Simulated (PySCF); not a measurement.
SiH₃F, SMILES F[SiH3].

Coordinates come from a r2SCAN-D4/def2-TZVP optimisation.

Method: TDDFT-LC-ωPBE/def2-TZVPD (PySCF).

Vertical excitations; the highest root listed may be one member of a degenerate set.  State labels are in the subgroup Cs.

```json
[
 {"state": "S1", "symmetry": "A'", "energy (eV)": "8.19", "λ (nm)": "151", "f": "0.005", "main pairs": "HOMO−1→LUMO, HOMO−1→LUMO+1 (degenerate set)"},
 {"state": "S2", "symmetry": "A\"", "energy (eV)": "8.19", "λ (nm)": "151", "f": "0.005", "main pairs": "HOMO→LUMO, HOMO→LUMO+1 (degenerate set)"},
 {"state": "S3", "symmetry": "A\"", "energy (eV)": "9.45", "λ (nm)": "131", "f": "0.000", "main pairs": "HOMO−1→LUMO+3 44 %, HOMO→LUMO+2 44 %"},
 {"state": "S4", "symmetry": "A'", "energy (eV)": "9.72", "λ (nm)": "128", "f": "0.185", "main pairs": "HOMO−1→LUMO+1, HOMO−1→LUMO (degenerate set)"},
 {"state": "S5", "symmetry": "A\"", "energy (eV)": "9.72", "λ (nm)": "128", "f": "0.185", "main pairs": "HOMO→LUMO+1, HOMO→LUMO (degenerate set)"},
 {"state": "S6", "symmetry": "A\"", "energy (eV)": "10.40", "λ (nm)": "119", "f": "0.223", "main pairs": "HOMO→LUMO+2, HOMO−1→LUMO+3 (degenerate set)"},
 {"state": "S7", "symmetry": "A'", "energy (eV)": "10.40", "λ (nm)": "119", "f": "0.223", "main pairs": "HOMO→LUMO+3, HOMO−1→LUMO+2 (degenerate set)"},
 {"state": "S8", "symmetry": "A'", "energy (eV)": "10.41", "λ (nm)": "119", "f": "0.010", "main pairs": "HOMO−1→LUMO+2 44 %, HOMO→LUMO+3 43 %"},
 {"state": "S9", "symmetry": "A'", "energy (eV)": "11.32", "λ (nm)": "110", "f": "0.334", "main pairs": "HOMO−2→LUMO, HOMO−1→LUMO+4 (degenerate set)"},
 {"state": "S10", "symmetry": "A\"", "energy (eV)": "11.32", "λ (nm)": "110", "f": "0.334", "main pairs": "HOMO−3→LUMO, HOMO→LUMO+4 (degenerate set)"},
 {"state": "T1", "symmetry": "A\"", "energy (eV)": "7.52", "λ (nm)": "165", "f": "0", "main pairs": "HOMO→LUMO, HOMO→LUMO+1 (degenerate set)"},
 {"state": "T2", "symmetry": "A'", "energy (eV)": "7.52", "λ (nm)": "165", "f": "0", "main pairs": "HOMO−1→LUMO, HOMO−1→LUMO+1 (degenerate set)"},
 {"state": "T3", "symmetry": "A\"", "energy (eV)": "8.74", "λ (nm)": "142", "f": "0", "main pairs": "HOMO−1→LUMO+3 40 %, HOMO→LUMO+2 40 %"},
 {"state": "T4", "symmetry": "A\"", "energy (eV)": "8.78", "λ (nm)": "141", "f": "0", "main pairs": "HOMO→LUMO+1 24 %, HOMO→LUMO+2 18 %, HOMO−1→LUMO+3 18 %, HOMO→LUMO+4 6 %"}
]
```
Triplets are in the Tamm–Dancoff approximation, which puts them higher than full response would, so one can lie above its singlet here.
